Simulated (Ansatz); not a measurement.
```yaml
atoms:
  - { symbol: C, position_ang: [0.0000, 0.0000, 0.0000] }
  - { symbol: F, position_ang: [0.6988, 0.6988, 0.6988] }
  - { symbol: F, position_ang: [0.6988, -0.6988, -0.6988] }
  - { symbol: F, position_ang: [-0.6988, 0.6988, -0.6988] }
  - { symbol: F, position_ang: [-0.6988, -0.6988, 0.6988] }
```

Basis set: cc-pVDZ (spherical functions). Frozen core: 5 orbitals. Charge 0, multiplicity 1.

Computed with Ansatz (development build ahead of 0.2.0); each method stands on the lowest determinant of its kind that the runs found. Restricted open shells among the atoms or ions are ROHF, correlated in semicanonical orbitals with singles.

(1) Give the atomization energy at this shape (free ground-state atoms in the same class of orbitals less the molecule, no zero-point energy) of singlet CF4 by RHF-MP2, RHF.

Results:

(1)

| method | atomization energy |
| --- | --- |
| RHF-MP2 | 17.90 eV |
| RHF | 12.14 eV |

Caution: no unrestricted run beside it, a lower state can exist; the shape is not the minimum.
